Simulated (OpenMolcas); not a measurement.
## Ne4+, Ar4+, Kr4+, Xe4+: ns2 np2 down the group

| Property | Result |
| --- | --- |
| Program | OpenMolcas |
| Method | SS-CASPT2, IPEA 0.25 Eh, imaginary shift 0.1 Eh |
| Basis | ANO-RCC-VQZP |
| Scalar Hamiltonian | DKH2, point nucleus |
| Spin-orbit coupling | RASSI with atomic mean-field integrals over the reference wave functions, term energies averaged over their components |

Active space for each ion: 4 electrons in 8 orbitals (s p s p); closed shells correlated by CASPT2: Ne4+ 1s; Ar4+ 2s 2p; Kr4+ 3d; Xe4+ 4d.

Computed levels in cm-1 above 3P0:

| Level | Ne4+ | Ar4+ | Kr4+ | Xe4+ |
| --- | --- | --- | --- | --- |
| 3P1 | 393 | 690 | 3250 | 7760 |
| 3P2 | 1135 | 1854 | 6800 | 12480 |
| 1D2 | 30620 | 16110 | 19170 | 25700 |
| 1S0 | 63840 | 36850 | 38410 | 43240 |
| weight of 3P in the lowest level (%) | 100 | 100 | 97 | 92 |

Mixed levels, with the weight of the term that names them: Xe4+ 3P2 (73 %), Xe4+ 1D2 (73 %).

Measured, with the error of the calculation in %. Measured levels: Ne4+ from NIST levels in Podobedova, Fuhr, Reader and Wiese, J. Phys. Chem. Ref. Data 33, 525 (2004); Ar4+ from Saloman, J. Phys. Chem. Ref. Data 39, 033101 (2010); Kr4+ from Saloman, J. Phys. Chem. Ref. Data 36, 215 (2007).

```
Level          Ne4+          Ar4+          Kr4+
  3P1    412 (-4.6)    763 (-9.6)  3743 (-13.3)
  3P2   1110 (+2.3)   2029 (-8.6)  7595 (-10.5)
  1D2  30292 (+1.1)  16299 (-1.1)  19723 (-2.8)
  1S0  63914 (-0.1)  37912 (-2.8)  39204 (-2.0)
```

The fine-structure level 3P2 changes by a factor of 11 from Ne4+ to Xe4+.

Without spin-orbit coupling 1D lies 29840, 14760, 12900, 10180 cm-1 above 3P in that order; the difference to the level 1D2, of either sign, comes from spin-orbit coupling, which also lowers the zero.

CASPT2 breaks the degeneracy within a term, and the mean is taken; among the terms shown or strongly mixed into the levels shown the widest spread is 58 cm-1 (5s2 5p2 1D, Xe4+). Over all roots computed the reference weight is 0.85 to 0.99 in Ar4+, 0.86 to 0.98 in Kr4+, 0.81 to 0.95 in Xe4+; the roots of lowest weight are the least certain, and an intruder state may touch them. Active for correlation alone: 3p 3s; no level in the range computed is led by a configuration that fills them, so any true level of that kind is missing (holds for Ne4+). Active for correlation alone: 4p 4s; no level in the range computed is led by a configuration that fills them, so any true level of that kind is missing (holds for Ar4+). Active for correlation alone: 5p 5s; no level in the range computed is led by a configuration that fills them, so any true level of that kind is missing (holds for Kr4+). Active for correlation alone: 6p 6s; no level in the range computed is led by a configuration that fills them, so any true level of that kind is missing (holds for Xe4+). Measured partners are found by configuration, term and J. A level has none where our copy of the source lacks it or the pairing is in doubt (some pairs that miss far off the trend of their configuration count as doubtful), and it then counts in no deviation. Only configurations of the active space appear.
